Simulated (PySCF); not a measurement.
## W: ionisation energy

W [Xe] 4f14 5d4 6s2 (5D) → W+ [Xe] 4f14 5d4 6s1 (6D), as a difference of total energies. Calculation: PySCF 2.14, in ANO-RCC-VTZP (8s7p5d3f2g1h, 104 functions); scalar relativity by spin-free X2C-1e. Correlated levels: valence: [Xe] 4f14 frozen. The calculations carry no spin-orbit coupling.

| method | ionisation energy (eV) |
| --- | --- |
| UHF | 5.916 |
| LDA | 8.085 |
| PBE | 7.667 |
| PBE0 | 7.413 |
| r2SCAN | 7.291 |
| MP2 (valence) | 7.058 |
| SCS-MP2 (valence) | 7.284 |

Errors of the correlated levels include the incompleteness of this basis and the frozen core.

MP2 underrates the near-degeneracy of ns² with np² in the lower species.

Q: Which method comes closest to the reference value, and which is furthest?

A: The reference is 7.825 eV (measured; NIST levels, between the centres of gravity of the two terms). Closest: PBE (error -0.158 eV); furthest: UHF (error -1.909 eV).
